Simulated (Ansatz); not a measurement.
AlH$_{5}$SeSi, SMILES `[AlH2][Se][SiH3]`, relaxed with RKS PBE-D4/def2-SVP in the Gaussian-basis code of Ansatz from a rough embedded geometry. The force threshold is 0.03 eV/Å; the program also tests the step.

Total charge 0; spin multiplicity 1.

Start:

```xyz
8

Al   -1.226   -0.130    1.348
Se   -1.232   -0.777   -0.904
Si    0.882    0.007   -1.129
H    -0.709   -1.101    2.480
H    -1.725    1.313    1.839
H     1.323   -0.154   -2.530
H     1.794   -0.664   -0.263
H     0.893    1.507   -0.841
```

Problem. How much energy does the relaxation release, and in how many steps? (Best estimate.)

Solution. Computed: 0.38 eV, in 18 steps, 1 of them rejected.

Problem. Which bonds change most? (Best estimate.)

Solution. The calculation gave: Si3–H7 from 1.425 to 1.503 Å; Se2–Si3 from 2.266 to 2.313 Å; Si3–H6 from 1.477 to 1.502 Å; Si3–H8 from 1.527 to 1.503 Å.

Problem. Give the relaxed structure. (An estimate is asked.)

Solution. The calculation gave: 
```xyz
8

Al   -1.342    0.063    1.417
Se   -1.318    0.165   -0.909
Si    0.974   -0.038   -1.147
H     0.045   -0.068    2.197
H    -2.773    0.134    2.118
H     1.222   -0.392   -2.586
H     1.522   -1.121   -0.262
H     1.669    1.256   -0.829
```
